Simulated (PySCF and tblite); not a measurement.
C4H5FO2, numbered as in [CH3:1][O:2][C:3](=[O:4])/[CH:5]=[CH:6]\[F:7].

Level: TPSS-D3(BJ)/def2-TZVP//GFN2-xTB, thermal terms from GFN2-xTB, symmetry numbers and mirror pairs counted. Conformers within 2.5 kcal/mol (GFN2-xTB free energy) were kept, 6 at most. Couplings: B3LYP/6-31G* with pcJ-1 on H, F (gas phase; spin-dipole term only for pairs with B, N, F, Si or P). Couplings are for ¹⁹F, ¹H. H–H couplings come out 0.1 to 0.9 Hz lower than with pcJ-1 on all atoms. Codes: tblite and PySCF.

Torsions listed: C1–O2–C3–O4, O2–C3–C5–C6.

```tsv
conformer	shape	weight %
1	0°, 180°	61.9
2	0°, 0°	38.1
```

(1) Give the couplings in each conformer and the averages at 298.15 K (pairs that fast motion interchanges averaged).

The minima are those of GFN2-xTB; planar forms about aryl–S or allylic bonds may be saddles in DFT.

Computed couplings to fluorine can be off by tens of per cent at such levels.

Results:

(1) 
| coupling | pairs | 1 | 2 | average (Hz) |
| --- | --- | --- | --- | --- |
| ³J(H5,F7) | 1 | 32.0 | 33.7 | 32.7 |
| ²J(H6,F7) | 1 | 80.7 | 83.8 | 81.8 |
| ²J(H1,H1) | 3 | -11.7 | -11.6 | -11.7 |
| ³J(H5,H6) | 1 | 6.3 | 6.3 | 6.3 |
